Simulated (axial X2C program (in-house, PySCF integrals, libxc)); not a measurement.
# Which molecule has these constants?

All values come from calculations with an axial X2C code built on PySCF integrals, spin-free (one-electron X2C) or two-component (2c: spin–orbit coupling with atomic mean-field Coulomb and Gaunt terms, which also bring small scalar terms), in Dyall basis sets with cores contracted in-house; open shells are unrestricted.

A two-component CCSD(T) calculation in a Dyall 3-zeta basis gave Re = 1.350 Å, ωe = 2633.3 cm⁻¹, De = 3.97 eV, Ω = 0.

Problem. Which molecule is it?
A. SH⁻
B. SeH⁻
C. OH⁻

Solution. A. The others have SeH⁻ 1.476 Å and 2337.4 cm⁻¹ (Ω = 0); OH⁻ 0.968 Å and 3719.9 cm⁻¹ (Ω = 0).

Frozen shells (counts by l): SH⁻ S 2s1p, H none, 8 electrons correlated; SeH⁻ Se 3s2p1d, H none, 8 electrons correlated; OH⁻ O 1s, H none, 8 electrons correlated. Coupled cluster in natural virtuals with an MP2 remainder. Where the outer core of a metal is frozen, bonds come out longer and ionisation energies lower.

Each entry is the lowest single determinant of a limited PBE0 search at one distance. De goes to single-determinant-based atoms at the same level (for ions the charge split of lowest energy) and is withheld (n/a) where an atom does not fit its ground term or J level. Main or longest-lived isotopes.
